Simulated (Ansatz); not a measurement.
FGa, singlet, at a GFN2-xTB geometry (such geometries of metal compounds can be far from the true shape); Ansatz (an electronic-structure program) with SVWN5/pc-2.

Ansatz was given this input:
Ansatz 0.2 input:
```yaml
crystal:
  periodic: [false, false, false]
  atoms:
    - {symbol: Ga, position_ang: [-0.00000000, -0.00000000, -0.40479707]}
    - {symbol: F, position_ang: [0.00000000, 0.00000000, 1.39430103]}
basis:
  gaussian:
    orbitals: pc-2.json
hamiltonian:
  xc: {name: SVWN5}
```
The basis file holds pc-2 in the JSON format of the Basis Set Exchange.

Problem. Write the output that Ansatz gives for this input, abridged.

Solution. 
```
Functional definition: SVWN5
555 factors; their error is unknown
mean field evaluation 1: about -54996.6727 eV, gradient 4.8e1 eV
mean field evaluation 2: about -54881.8169 eV, gradient 2.3e2 eV
mean field evaluation 4: about -54999.8839 eV, gradient 1.1e1 eV
mean field evaluation 8: about -55000.0731 eV, gradient 3.7e-2 eV
mean field -55000.06038561 eV, -2021.2149387913 hartree, gradient 1.7e-5 eV, S^2 0.000000; 0 other end points of the search recorded, 0 dependent functions left out
reference -55000.06041701 eV, -2021.2149399451 hartree; 20, 20 occupied and 53, 53 virtual orbitals, 555 factors
Total energy: -55000.06041701 eV, -2021.2149399451 hartree
```
